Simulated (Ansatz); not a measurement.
`C=C[SiH2]O` + H• → `C=C[SiH]O`• + H₂  (hydrogen abstraction from the Si–H bond)

Program: Ansatz. Geometries: PBE0-D4/def2-TZVP. ΔE: electronic, gas phase. CCSD(T)/CBS adds triple-zeta CCSD(T) − MP2 to the extrapolated MP2 energy (def2 sets, frozen cores). This one scheme is used for every species, atoms too. Functionals use def2-TZVPP. B3LYP here is the variant with VWN-RPA as its local correlation; programs differ in this. HSE06 is defined as in plane-wave codes. Open shells (•) are unrestricted, without spin–orbit coupling. Each species was taken in one conformer, which may not be the lowest.

| level | ΔE (kcal/mol) | difference from CCSD(T)/CBS |
| --- | --- | --- |
| B3LYP-D4 | -15.8 | -3.8 |
| r2SCAN0-D4 | -14.9 | -2.9 |
| HSE06-D4 | -13.1 | -1.1 |
| BHLYP-D4 | -12.6 | -0.6 |
| CAM-B3LYP-D4 | -13.3 | -1.3 |
| ωB97X-V | -10.6 | 1.4 |
| B2PLYP | -13.2 | -1.2 |
| HSE06 | -13.2 | -1.2 |
| CAM-B3LYP | -13.4 | -1.4 |
| MP2/CBS(def2) | -5.6 | 6.4 |
| CCSD(T)/CBS | -12.0 | 0 |

Largest T1 diagnostic among the species: 0.027.

From r2SCAN to r2SCAN0 (25 % exact exchange), in def2-TZVPP and without D4, ΔE moves by +1.5 kcal/mol. Leaving LDA and LC-ωPBE aside and taking each functional with its dispersion term where it has one, the values, not all of them listed here, spread over 7.7 kcal/mol, from BLYP-D4 to PBE-QIDH. At CCSD(T), def2-SVP lies +2.2 kcal/mol from the extrapolated value and def2-TZVPP +0.1 kcal/mol.
